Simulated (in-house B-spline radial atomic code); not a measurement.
**One electron outside the [Ar] 3d10 core: Br⁶⁺**

Computed with a B-spline radial code for spherical atoms, no-pair Dirac-Coulomb Hamiltonian, finite nucleus. Rungs: frozen-core Dirac-Hartree-Fock (DHF); Brueckner orbitals from the second-order correlation potential; the same with the Coulomb interaction screened by the core and the hole-particle interaction summed; Breit and QED terms from differences of relaxed Dirac-Fock atoms, where computed. Partial waves beyond l = 6 are extrapolated. The tables show a selection of states; those near core-excited levels, with erratic corrections or far from their DHF start are never shown.

Command:
```bash
python run_mb.py task.json out
```
Settings (nuclear radius in fm, box in bohr, cutoff in hartree):
```
basis_form          2
Z                   35
core_configuration  [Ar] 3d10
rms_radius          4.1629
mass_number         79
speed_of_light      137.036
box_radius          30.171
lmax                6
intervals           66
virtual_cutoff      2450.0
```

Run time, properties included: 2.7 min on 1 thread of Arm Neoverse N1 (shared host).

Removal energies (eV):

```
state      DHF  second order  screened  Breit + QED    final
4s1/2  101.669       103.013   102.908       -0.058   102.85
4p1/2  85.9702       87.0676   87.0011      -0.0431   86.958
4p3/2   85.051       86.1072   86.0455       -0.027  86.0184
4d3/2  61.5361             ?         ?            ?        ?
4d5/2  61.4135       62.0355   62.0247    -0.000314  62.0244
5s1/2  51.7562       52.2093   52.1583      -0.0205  52.1378
5p1/2  45.7092       46.1021   46.0646      -0.0164  46.0482
5p3/2  45.3591       45.7412   45.7057      -0.0103  45.6954
4f7/2  42.4149             ?         ?            ?        ?
4f5/2  42.4114       42.7293   42.7344            -        -
```

**Question.** What does correlation do to 4f7/2?

**Answer.** It adds 0.3173 eV to the removal energy in second order and 0.3223 eV with screening, giving 42.7372 eV before Breit and QED terms, which weren't computed for this state.

**Question.** What does correlation do to 4d3/2?

**Answer.** It adds 0.6262 eV to the removal energy in second order and 0.6161 eV with screening; Breit and QED add -0.00578 eV, for a final 62.1464 eV.

**Question.** How does the lowest state compare with the NIST ionisation energy?

**Answer.** 4s1/2 is bound by 102.8 eV, without recoil; NIST lists 103.03 ± 0.19 eV (semi-empirical), a difference of -0.18 eV.

Electric-dipole lines from 4s1/2 (reduced matrix elements in atomic units, length form, static core polarisation, sign of DHF taken positive):

```tsv
upper	DHF	+ core polarisation	+ Brueckner	λ (nm)	A (s⁻¹)
4p1/2	1.223	1.141	1.13	78.018	2.72e+09
4p3/2	1.734	1.619	1.603	73.663	3.26e+09
```

Magnetic hyperfine constants per unit nuclear g factor (MHz, nucleus as a uniformly magnetised ball; they apply to isotopes with nuclear spin):

```csv
state,DHF,+ core polarisation,+ Brueckner
4s1/2,26890,29390,30560
4p1/2,6673,7301,7646
4p3/2,1195,1324,1386
5s1/2,9536,10360,10600
5p1/2,2541,2773,2852
5p3/2,458,501.4,515.5
```

**Question.** What is the static scalar polarisability of 4s1/2?

**Answer.** 2.394 bohr³: 0.2656 from the core and 2.128 from the valence electron, Pauli blocking included.
